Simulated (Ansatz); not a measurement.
Ansatz (a quantum-chemistry and plane-wave program) input (PBE/STO-3G):

Ansatz 0.2 input:
```yaml
crystal:
  periodic: [false, false, false]
  atoms:
    - {symbol: C, position_ang: [0.00079100, 1.31838500, 0.25090900]}
    - {symbol: C, position_ang: [-1.14803300, 0.29356500, 0.21813300]}
    - {symbol: S, position_ang: [-0.00082100, -1.02849300, -0.37741300]}
    - {symbol: C, position_ang: [1.14874700, 0.29267700, 0.21555300]}
    - {symbol: H, position_ang: [0.00201700, 1.98981900, 1.11119900]}
    - {symbol: H, position_ang: [0.00000500, 1.92193000, -0.65634700]}
    - {symbol: H, position_ang: [-1.96942900, 0.50863700, -0.46146000]}
    - {symbol: H, position_ang: [-1.54453000, 0.05090800, 1.20350400]}
    - {symbol: H, position_ang: [1.96878000, 0.50711500, -0.46588400]}
    - {symbol: H, position_ang: [1.54726900, 0.04971300, 1.20003000]}
basis:
  gaussian:
    orbitals: STO-3G
hamiltonian:
  xc: {name: PBE}
output: {forces: true}
```

Output:

```
Functional definition: PBE
integrals: 0.01 GiB planned
393 factors; integrals over basis functions are off by at most 3.4e-5 eV
mean field: 0.07 GiB planned
mean field evaluation 1: about -13876.2653 eV, gradient 4.7e0 eV
mean field evaluation 2: about -13876.3182 eV, gradient 2.5e0 eV
mean field evaluation 4: about -13876.3404 eV, gradient 3.3e-1 eV
mean field evaluation 8: about -13876.2379 eV, gradient 3.5e-3 eV
mean field -13876.23785706 eV, -509.9423355952 hartree, gradient 2.4e-5 eV, S^2 0.000000; 0 other end points of the search recorded, 0 dependent functions left out
the calculation of the forces begins
reference -13876.23787841 eV, -509.9423363799 hartree; 20, 20 occupied and 10, 10 virtual orbitals, 393 factors
Total energy: -13876.23787841 eV, -509.9423363799 hartree
Atom 0 at     0.000791     1.318385     0.250909 Å, force     0.000496     0.538632     0.255852 eV/Å
Atom 1 at    -1.148033     0.293565     0.218133 Å, force     0.334827    -0.853970    -0.373643 eV/Å
Atom 2 at    -0.000821    -1.028493    -0.377413 Å, force    -0.000181    -0.284083    -0.063485 eV/Å
Atom 3 at     1.148747     0.292677     0.215553 Å, force    -0.336325    -0.853710    -0.372889 eV/Å
Atom 4 at     0.002017     1.989819     1.111199 Å, force     0.000799     0.460404     0.553050 eV/Å
Atom 5 at     0.000005     1.921930    -0.656347 Å, force    -0.000476     0.437424    -0.574010 eV/Å
Atom 6 at    -1.969429     0.508637    -0.461460 Å, force    -0.653812     0.289667    -0.447349 eV/Å
Atom 7 at    -1.544530     0.050908     1.203504 Å, force    -0.377796    -0.011617     0.736071 eV/Å
Atom 8 at     1.968780     0.507115    -0.465884 Å, force     0.653029     0.289162    -0.448817 eV/Å
Atom 9 at     1.547269     0.049713     1.200030 Å, force     0.379439    -0.011909     0.735220 eV/Å
Dipole moment:     0.000129     0.157772     0.060321 e Å
```

The geometry given is a B3LYP-D3(BJ)/def2-TZVP minimum.
